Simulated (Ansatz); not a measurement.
CH6GeOS, SMILES `C[O][GeH2][SH]`. The species carries charge 0 and has multiplicity 1. All single points use the PBE0-D4/def2-TZVP geometry. It is one conformer, not always the lowest.

```xyz
10

C    -1.131    0.780    0.804
O    -0.999   -0.091   -0.296
Ge    0.488   -1.044   -0.459
S     2.266    0.277   -0.601
H    -1.107    0.241    1.760
H    -2.097    1.282    0.719
H    -0.344    1.543    0.818
H     0.718   -1.884    0.809
H     0.271   -1.852   -1.739
H     1.935    0.748   -1.815
```

**Question.** What is the dipole moment at PBE/def2-TZVPP? (Estimate.)

**Answer.** The calculation gave: 0.30 D, with components (-0.23, -0.15, 0.12) D in this frame, pointing from negative to positive charge.

**Question.** And with r2SCAN, B3LYP, ωB97M-V? (Estimate.)

**Answer.** Ansatz gave: r2SCAN 0.32 D, B3LYP 0.30 D, ωB97M-V 0.32 D.

**Question.** Give the Mulliken charges with PBE, ωB97M-V, r2SCAN in def2-TZVPP. (An estimate is asked.)

**Answer.** Ansatz gave: 
| atom | PBE | ωB97M-V | r2SCAN |
| --- | --- | --- | --- |
| C1 | -0.13 | -0.17 | 0.01 |
| O2 | -0.34 | -0.41 | -0.42 |
| Ge3 | 0.38 | 0.35 | 0.44 |
| S4 | -0.31 | -0.30 | -0.33 |
| H5 | 0.09 | 0.11 | 0.05 |
| H6 | 0.10 | 0.12 | 0.06 |
| H7 | 0.09 | 0.11 | 0.06 |
| H8 | -0.01 | 0.02 | -0.01 |
| H9 | 0.01 | 0.04 | 0.01 |
| H10 | 0.12 | 0.13 | 0.12 |

B3LYP here is the variant with VWN-RPA as its local correlation; programs differ in this.
